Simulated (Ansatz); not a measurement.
Abridged output of a molecular run in Ansatz:

```
Functional definition: HF
  name "HF"
  cite "Fock, Z. Phys. 61, 126 (1930) doi:10.1007/BF01340294"
  parent pbe
  exchange = exact_x
  correlation = 0
1149 factors; integrals over basis functions are off by at most 1.0e-3 eV
mean field evaluation 1: about -16013.2145 eV, gradient 2.5e1 eV
mean field evaluation 2: about -16013.2229 eV, gradient 2.5e1 eV
mean field evaluation 4: about -16015.2899 eV, gradient 3.3e0 eV
mean field evaluation 8: about -16015.3285 eV, gradient 1.3e-4 eV
mean field -16015.32854087 eV, -588.5524682975 hartree, gradient 7.2e-6 eV, S^2 0.000000; 0 other end points of the search recorded, 0 dependent functions left out
11 core orbitals not correlated: weight in the atoms' cores, before any rotation towards them, 1.000 or more for the frozen orbitals, at most 0.000 for the correlated occupied ones
reference -16015.32854087 eV, -588.5524682975 hartree; 17, 17 occupied and 79, 79 virtual orbitals, 1149 factors
second order -13.00994498 eV of doubles, -0.00000000 eV of singles
cycle   1  -13.97968280 eV  change   -9.7e-1 eV  update   8.9e-2
cycle   2  -14.44001240 eV  change   -4.6e-1 eV  update   2.8e-2
cycle   3  -14.49894699 eV  change   -5.9e-2 eV  update   9.7e-3
cycle   4  -14.49858439 eV  change    3.6e-4 eV  update   2.9e-3
cycle   5  -14.49849403 eV  change    9.0e-5 eV  update   9.0e-4
cycle   6  -14.49831838 eV  change    1.8e-4 eV  update   3.2e-4
cycle   7  -14.49826677 eV  change    5.2e-5 eV  update   1.2e-4
cycle   8  -14.49827109 eV  change   -4.3e-6 eV  update   4.5e-5
cycle   9  -14.49826965 eV  change    1.4e-6 eV  update   1.4e-5
perturbative correction -0.43210013 eV, -0.0158793868 hartree
Total energy: -16030.25891065 eV, -589.1011492666 hartree
```

Its atoms:

```xyz
11

Al    0.657    1.523   -1.348
C    -0.343    0.652    0.103
C     0.004   -0.806    0.329
Te   -1.174   -1.625    1.954
H     1.732    0.697   -2.177
H     0.381    3.051   -1.680
H    -1.413    0.772   -0.117
H    -0.179    1.242    1.016
H    -0.204   -1.419   -0.547
H     1.050   -0.942    0.603
H    -0.511   -3.144    1.863
```

(1) Which basis set was used?
A. def2-QZVPP
B. def2-SVPD
C. def2-SVP
D. def2-TZVPP

(2) Write the keys of the input that set method, charge and spin (a neutral closed shell needs none for the last two).

Answers

(1) C. It gives 107 functions.

(2) 
```yaml
correlation: {method: ccsd_t}
```
